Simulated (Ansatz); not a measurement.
Input for Ansatz (a quantum-chemistry and plane-wave program): R-RI-MP2/def2-QZVPPD on H4OSi (SMILES O[SiH3]). Files ending in .json are basis or fitting sets from the Basis Set Exchange.

Ansatz 0.2 input:
```yaml
crystal:
  periodic: [false, false, false]
  atoms:
    - {symbol: O, position_ang: [-0.66012326, -0.55387001, 2.94824951]}
    - {symbol: Si, position_ang: [0.19233849, 0.70347333, 3.62415626]}
    - {symbol: H, position_ang: [-1.25777793, -1.06608613, 3.49886919]}
    - {symbol: H, position_ang: [-0.72423926, 1.72104885, 4.18960304]}
    - {symbol: H, position_ang: [0.97990921, 1.27280808, 2.51602778]}
    - {symbol: H, position_ang: [1.08482307, 0.21832124, 4.70272845]}
basis:
  gaussian:
    orbitals: def2-QZVPPD.json
    fitting: {mean_field: def2-universal-JKFIT, correlation: def2-QZVPPD-RIFIT.json}
magnetization: {spin_polarized: false}
correlation: {method: mp2, electrons: outside_noble_gas}
scf: {lower_state_search: off}
```

Output:

```
Functional definition: HF
[...]
these checks for a lower state are left out or cut short: stability, starts, cluster_reference, orbital_swaps, neighbouring_geometries, increment
integrals: 0.23 GiB planned
277 factors; integrals over basis functions are off by at most 2.7e0 eV
mean field: 0.38 GiB planned
mean field evaluation 1: about -9962.9791 eV, gradient 3.6e1 eV
mean field evaluation 2: about -9964.5204 eV, gradient 2.4e1 eV
mean field evaluation 4: about -9965.4489 eV, gradient 3.4e-1 eV
mean field -9965.44909084 eV, -366.2234992644 hartree, gradient 1.3e-6 eV, S^2 0.000000; 0 other end points of the search recorded, 0 dependent functions left out
6 core orbitals not correlated
600 factors; their error is unknown
reference -9965.44909084 eV, -366.2234992644 hartree; 7, 7 occupied and 261, 261 virtual orbitals, 600 factors
second order -11.06322987 eV of doubles, -0.00000000 eV of singles
Total energy: -9976.51232071 eV, -366.6300654630 hartree
Checks for a lower state left out: stability, starts, cluster_reference, orbital_swaps, neighbouring_geometries, increment
```

The run converged.

Cost: very roughly 2.0 core-seconds.
